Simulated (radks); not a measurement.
The numbers below are computed, except where a source is named.
C V, configuration [He].

Level of theory: scalar-relativistic Kohn-Sham, PBE, spin-polarised, spherical densities, finite nucleus; Fermi nuclear charge, rms radius 2.4702 fm (a radial shooting solver on a logarithmic mesh with Libxc functionals).

Energy parts (eV):
| part | energy |
|---|---|
| total | -880.537 |
| kinetic | 880.075 |
| electron-nucleus | -1856.737 |
| Hartree | 191.413 |
| exchange-correlation | -95.289 |

Orbitals (lengths in bohr, moments of r in powers of bohr; <r^-3> diverges for s and p1/2; r(90%) holds 90 % of the orbital's charge):
[
 {"orbital": "1s", "occ.": "2", "eigenvalue (eV)": "-357.7310", "<r^-3>": "-", "r(90%)": "0.480", "<r>": "0.2680"}
]

The highest occupied level is 1s at -357.73 eV. The electron density at the nucleus is 125.7 e/bohr^3 (large components only). The density falls to 0.001 e/bohr^3 at r = 1.06 bohr. Summed over all electrons, <r^2> = 0.1940 bohr^2, which gives a Langevin (diamagnetic) susceptibility term of -0.154 x 10^-6 cm^3/mol. For comparison, the ionisation energy in NIST's Atomic Spectra Database is 392.09 eV (theoretical). In exact Kohn-Sham theory the highest level is minus the ionisation energy, but local and semilocal functionals leave it too shallow, through self-interaction and a potential that decays too fast; potentials with the right tail come closer.
